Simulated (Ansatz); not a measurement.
`[SnH3][C]1=CO1`. Charge 0, multiplicity 1. Correlated methods include outer-core shells of Sn, which these sets cover unevenly. Sn takes the def2 core potential.

```xyz
8

Sn   -1.097   -0.381    0.746
C     0.718    0.456    0.101
C     1.449    0.697   -0.964
O     1.702   -0.572   -1.049
H    -2.061    0.935    1.237
H    -1.788   -1.234   -0.556
H    -0.762   -1.410    2.057
H     1.840    1.508   -1.571
```

Q: Give the diagnostics of a CCSD(T)/def2-TZVPP run (frozen core, the Gaussian-basis code of Ansatz). (An estimate is asked.)

A: Ansatz gave: T1 = 0.0255, largest single amplitude 0.052, largest double 0.032, (T) share of the correlation energy 4.5 %, 15 CCSD cycles. The RHF solution is unstable towards an unrestricted one. T1 lies over the customary mark of 0.02 for closed shells.
